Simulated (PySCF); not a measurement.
HO4S, charge -1, multiplicity 1. Atoms are numbered in the order given.

```xyz
6

O      0.8289    -0.2757    -1.2469
S      0.0269    -0.1559     0.0000
O      0.8289    -0.2757     1.2469
O     -1.2703    -0.8636     0.0000
O     -0.4847     1.4798     0.0000
H      0.3474     1.9747     0.0000
```
Charge -1, spin multiplicity 1.

Geometry optimised at r2SCAN-D4/def2-SVPD. The multiplicity is an assumed one; other spin states were not compared. The isomer is the one that the SMILES or the coordinates give; other isomers of the formula were not compared. One conformer was computed; it need not be the lowest.

Calculation: ωB97X/def2-SVPD (PySCF).

ESP charges are fitted to the potential on shells at 1.4 to 2.0 van der Waals radii. Atomic charges (e):

```json
[
 {"atom": "O1", "ESP fit": "-0.65", "IAO": "-0.95"},
 {"atom": "S2", "ESP fit": "1.16", "IAO": "2.28"},
 {"atom": "O3", "ESP fit": "-0.65", "IAO": "-0.95"},
 {"atom": "O4", "ESP fit": "-0.59", "IAO": "-0.94"},
 {"atom": "O5", "ESP fit": "-0.64", "IAO": "-0.78"},
 {"atom": "H6", "ESP fit": "0.38", "IAO": "0.35"}
]
```
